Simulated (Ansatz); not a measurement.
Two isomers of C2H6OSi: A = `C[SiH2]C=O`, B = `C1OC[SiH2]1`.

Program: Ansatz. Geometries: PBE0-D4/def2-TZVP. ΔE: electronic, gas phase. CCSD(T)/CBS is the MP2 limit (def2-TZVPP, def2-QZVPP) plus CCSD(T) − MP2 in def2-TZVPP, frozen cores. DFT in def2-TZVPP. B3LYP here is the variant with VWN-RPA as its local correlation; programs differ in this. Each species was taken in one conformer, which may not be the lowest.

**Question.** Which is lower in electronic energy at CCSD(T)/CBS, and by how much? (Best estimate.)

**Answer.** Computed: A, by 94.3 kJ/mol.

**Question.** Give E(B) − E(A) in kJ/mol with PBE-D4, CCSD(T)/def2-TZVPP, LDA (SPW92), r2SCAN-D4, B3LYP, HF/def2-TZVPP, MP2/def2-TZVPP. (Estimate.)

**Answer.** Computed: PBE-D4 90.6, CCSD(T)/def2-TZVPP 97.0, LDA (SPW92) 63.4, r2SCAN-D4 95.0, B3LYP 103.8, HF/def2-TZVPP 114.7, MP2/def2-TZVPP 94.6. None reverses the order clearly.

**Question.** Does the order hold for the free energy at 298.15 K (harmonic terms from PBE0-D4)? (An estimate is asked.)

**Answer.** The calculation gave: Yes: G(B) − G(A) = +107.9 kJ/mol, for one conformer each. Modes under 60 cm⁻¹, often nearly free rotors, make the harmonic entropy too high.

Largest T1 diagnostic: 0.014.

In def2-TZVPP, CCSD(T) changes the Hartree–Fock value by −17.6 kJ/mol (the triples alone add −0.0 kJ/mol) and MP2 by −20.1 kJ/mol. Leaving LDA and LC-ωPBE aside and taking each functional with its dispersion term where it has one, the values, not all of them listed here, spread over 25.2 kJ/mol, from HSE06-D4 to BLYP-D4. LDA lies −28.0 kJ/mol from PBE without D4.
